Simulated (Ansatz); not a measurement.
Two structures of Si$_{2}$H$_{6}$Cl$_{2}$O, singlet, reached by relaxing down either side of one saddle point (PBE0-D4/def2-TZVP). Energies are electronic, without zero-point energy. Program: Ansatz 0.2.0. Basis: def2-TZVPP and def2-QZVPP. Cores are frozen in the correlated methods. Extrapolation: Hartree–Fock as exp(−7.88 √X), correlation as X^−2.97. First:

```xyz
11
angstrom
Si -0.5144 -1.8351 -0.6959
H 0.8285 -2.2455 -0.2534
Cl -0.3472 -0.4602 -2.2045
Cl -1.4294 -3.5072 -1.4544
H -1.3875 -1.3007 0.3608
H 1.7671 0.2376 0.9228
O 0.8153 0.3313 0.8614
Si 0.2132 1.8615 0.6567
H 0.7819 2.5138 -0.5512
H -1.2503 1.6955 0.5182
H 0.5228 2.7091 1.8396
```

Second:

```tsv
atom	x (Å)	y (Å)	z (Å)
Si1	-1.2737	-0.8999	-0.7835
H2	2.3561	-1.1212	-0.1435
Cl3	0.0029	-1.1412	-2.3569
Cl4	-0.9709	-2.4255	0.5335
H5	-2.6555	-0.9552	-1.2764
H6	2.5429	-0.9819	0.5659
O7	-1.0059	0.5122	-0.0674
Si8	0.0324	1.5270	0.7120
H9	1.1535	1.8794	-0.1917
H10	-0.7343	2.7411	1.0753
H11	0.5526	0.8654	1.9329
```

Task: Which bonds change from the first to the second?

Result: SiH₂Cl₂ ([Cl][SiH2][Cl]) + SiH₄O ([OH][SiH3]) → Si₂H₄Cl₂O ([SiH3][O][SiH]([Cl])[Cl]) + H₂; bonds formed: Si1–O7, H2–H6; bonds broken: Si1–H2, H6–O7.

Task: Give the saddle point's structure and its height above each. (Judge from chemistry; the value comes from the calculation.)

Result: By the calculation: 152.9 kJ/mol above the first and 252.4 kJ/mol above the second (CCSD(T) at an estimated basis limit (MP2 extrapolated from triple and quadruple zeta, plus CCSD(T) − MP2 in triple zeta)).
```
11
angstrom
Si -0.3414 -1.2262 -0.6634
H 1.2505 -1.6006 -0.3566
Cl 0.0459 -1.3953 -2.6865
Cl -0.8967 -2.9389 0.3516
H -1.6612 -0.5586 -0.7313
H 1.2125 -0.5937 0.1246
O 0.3834 0.1709 0.2565
Si 0.0657 1.7274 0.8158
H 0.9788 2.6590 0.1175
H -1.3501 2.0100 0.4975
H 0.3125 1.7460 2.2743
```

The T1 diagnostic stays at or below 0.011.

Labels in which every atom is bracketed show which atoms are joined, not bond orders.

For scale, one of the runs: CCSD(T)/def2-TZVPP, 283 basis functions (an equivalent command: `ansatz run in.yaml --threads 8`). Hardware: 8 CPU threads, shared host. Wall time 2.7 min; peak host memory 7.5 GiB.
